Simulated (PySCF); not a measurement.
# Radial density of Zn (zinc, neutral)

UHF, [Ar] 3d10 4s1 4p1, 4s spin antiparallel (an excited configuration). Computed with PySCF 2.14 in aug-cc-pVTZ-PP with ECP10MDF (6s6p5d3f2g, 88 functions), with a scalar-relativistic core potential. This is the valence pseudo-density: the core potential removes the inner electrons and smooths the orbitals near the nucleus.

```json
{"r (bohr)": "0.00574", "4πr²ρ (e/bohr)": "1.310e-05", "4πr²(ρα − ρβ)": "0.0000"}
{"r (bohr)": "0.00965", "4πr²ρ (e/bohr)": "3.544e-05", "4πr²(ρα − ρβ)": "0.0000"}
{"r (bohr)": "0.0162", "4πr²ρ (e/bohr)": "9.580e-05", "4πr²(ρα − ρβ)": "0.0000"}
{"r (bohr)": "0.0273", "4πr²ρ (e/bohr)": "0.0003685", "4πr²(ρα − ρβ)": "0.0000"}
{"r (bohr)": "0.0459", "4πr²ρ (e/bohr)": "0.003449", "4πr²(ρα − ρβ)": "0.0000"}
{"r (bohr)": "0.0772", "4πr²ρ (e/bohr)": "0.04474", "4πr²(ρα − ρβ)": "0.0002"}
{"r (bohr)": "0.130", "4πr²ρ (e/bohr)": "0.4573", "4πr²(ρα − ρβ)": "0.0018"}
{"r (bohr)": "0.219", "4πr²ρ (e/bohr)": "3.188", "4πr²(ρα − ρβ)": "0.0101"}
{"r (bohr)": "0.368", "4πr²ρ (e/bohr)": "14.36", "4πr²(ρα − ρβ)": "0.0089"}
{"r (bohr)": "0.618", "4πr²ρ (e/bohr)": "24.53", "4πr²(ρα − ρβ)": "0.0151"}
{"r (bohr)": "1.04", "4πr²ρ (e/bohr)": "10.26", "4πr²(ρα − ρβ)": "-0.0419"}
{"r (bohr)": "1.75", "4πr²ρ (e/bohr)": "1.958", "4πr²(ρα − ρβ)": "-0.3337"}
{"r (bohr)": "2.94", "4πr²ρ (e/bohr)": "0.6047", "4πr²(ρα − ρβ)": "-0.1126"}
{"r (bohr)": "4.95", "4πr²ρ (e/bohr)": "0.2163", "4πr²(ρα − ρβ)": "0.1306"}
{"r (bohr)": "8.32", "4πr²ρ (e/bohr)": "0.03482", "4πr²(ρα − ρβ)": "0.0341"}
{"r (bohr)": "14.0", "4πr²ρ (e/bohr)": "0.0008612", "4πr²(ρα − ρβ)": "0.0009"}
```

Energies and moments cover only the electrons outside the core potential. With the s spin flipped the determinant is a mixture of two multiplicities, not a spectroscopic state.
